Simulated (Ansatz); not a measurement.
One change: `O[BH][GeH3]` becomes `C[BH][GeH3]`.

Ansatz, PBE0-D4/def2-TZVP geometries, multiplicity 1. Each molecule was computed in one conformer, which needn't be the lowest.

Scalar relativity is left out up to krypton.

```tsv
property	`O[BH][GeH3]`
zero-point energy (PBE0-D4/def2-TZVP) / kJ/mol	132.5
size of the dipole moment (B3LYP/def2-TZVPP) / D	2.32
LUMO energy (PBE0/def2-TZVPP) / eV	-0.99
LUMO energy (ωB97M-V/def2-TZVPP) / eV	0.98
HOMO–LUMO gap (ωB97M-V/def2-TZVPP) / eV	10.97
HOMO energy (PBE/def2-TZVPP) / eV	-6.59
```

**Question.** What does the change do to each property? (Estimate.)

**Answer.** Computed: 
```tsv
property	`C[BH][GeH3]`	shift
zero-point energy (PBE0-D4/def2-TZVP) / kJ/mol	186.1	53.6
size of the dipole moment (B3LYP/def2-TZVPP) / D	1.37	-0.95
LUMO energy (PBE0/def2-TZVPP) / eV	-1.76	-0.77
LUMO energy (ωB97M-V/def2-TZVPP) / eV	0.20	-0.78
HOMO–LUMO gap (ωB97M-V/def2-TZVPP) / eV	10.19	-0.78
HOMO energy (PBE/def2-TZVPP) / eV	-6.66	-0.07
```

The zero-point energy changes by 53.6 kJ/mol with +6 modes. Dipoles are sizes alone; their direction can turn.

B3LYP here is the variant with VWN-RPA as its local correlation; programs differ in this.
